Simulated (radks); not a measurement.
The numbers below are computed, except where a source is named.
All-electron atom: Nd+ in [Xe] 4f4 6s1. Code: a radial shooting solver on a logarithmic mesh with Libxc functionals. Model: Dirac Kohn-Sham, BLYP, spin-unpolarised, spherical densities, point nucleus; open shells are shared between the two j in proportion to 2j + 1. Some entries of the table are withheld. Estimate them.

| orbital | occ. | eigenvalue (eV) | <1/r> (bohr^-1) |
|---|---|---|---|
| 1s1/2 | 2 | -43374.63 | 66.07 |
| 2s1/2 | 2 | -7017.226 | 15.64 |
| 2p1/2 | 2 | -6639.137 | 15.62 |
| 2p3/2 | 4 | -6118.844 | 14.03 |
| 3s1/2 | 2 | -1526.608 | 5.664 |
| 3p1/2 | 2 | -1365.187 | 5.578 |
| 3p3/2 | 4 | -1261.343 | 5.181 |
| 3d3/2 | 4 | -980.2290 | 5.052 |
| 3d5/2 | 6 | -957.7791 | 4.952 |
| 4s1/2 | 2 | -307.9907 | (1) |
| 4p1/2 | 2 | -247.0995 | 2.248 |
| 4p3/2 | 4 | -224.5511 | 2.115 |
| 4d3/2 | 4 | -124.5164 | 1.894 |
| 4d5/2 | 6 | -120.5347 | 1.861 |
| 5s1/2 | 2 | -46.1699 | (2) |
| 5p1/2 | 2 | (3) | 0.7907 |
| 5p3/2 | 4 | (4) | 0.7432 |
| 6s1/2 | 1 | -8.2197 | 0.3150 |
| 4f5/2 | 1.71429 | -7.6893 | 1.255 |
| 5d3/2 | 0 | (5) | 0.4548 |
| 4f7/2 | 2.28571 | -7.2843 | 1.238 |
| 5d5/2 | 0 | (6) | 0.4445 |
| 6p1/2 | 0 | -5.4244 | 0.2540 |
| 6p3/2 | 0 | -5.1260 | 0.2429 |

Answer. 
(1) 4s1/2 <1/r> (bohr^-1): 2.354
(2) 5s1/2 <1/r> (bohr^-1): 0.9030
(3) 5p1/2 eigenvalue (eV): -29.9369
(4) 5p3/2 eigenvalue (eV): -26.8953
(5) 5d3/2 eigenvalue (eV): -7.3540
(6) 5d5/2 eigenvalue (eV): -7.1492
